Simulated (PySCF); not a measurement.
C2H7Si, SMILES C[SiH]C, multiplicity 2. Atoms are numbered in the order given.

```xyz
10

C      0.0420     0.4680    -1.5611
Si    -0.1336    -0.5752     0.0000
C      0.0420     0.4680     1.5611
H      1.0309     0.9570    -1.5918
H     -0.0594    -0.1501    -2.4659
H     -0.7267     1.2552    -1.5978
H      0.8765    -1.6869     0.0000
H      1.0309     0.9570     1.5918
H     -0.0594    -0.1501     2.4659
H     -0.7267     1.2552     1.5978
```
Charge 0, spin multiplicity 2.

Coordinates come from a PBE0-D3(BJ)/def2-SVP optimisation. The isomer is the one that the SMILES or the coordinates give; other isomers of the formula were not compared.

These are TDA-PBE0/def2-SVPD (PySCF) values and carry that method's errors.

Vertical excitations. 

Computed lowest excited states:
| state | energy (eV) | λ (nm) | f | main pairs |
|---|---|---|---|---|
| root 1 | 4.84 | 256 | 0.037 | α HOMO→LUMO 96 % |
| root 2 | 5.02 | 247 | 0.054 | α HOMO→LUMO+1 91 % |
| root 3 | 5.32 | 233 | 0.001 | β HOMO→LUMO 94 % |
| root 4 | 5.33 | 232 | 0.003 | β HOMO−1→LUMO 97 % |
| root 5 | 5.64 | 220 | 0.052 | α HOMO→LUMO+2 96 % |
| root 6 | 6.05 | 205 | 0.047 | α HOMO→LUMO+3 86 % |
| root 7 | 6.60 | 188 | 0.084 | α HOMO→LUMO+4 89 % |
| root 8 | 6.96 | 178 | 0.003 | α HOMO→LUMO+5 95 % |
| root 9 | 6.97 | 178 | 0.003 | α HOMO→LUMO+6 84 % |
| root 10 | 7.05 | 176 | 0.037 | α HOMO→LUMO+7 90 % |
Unrestricted roots are not spin-pure.
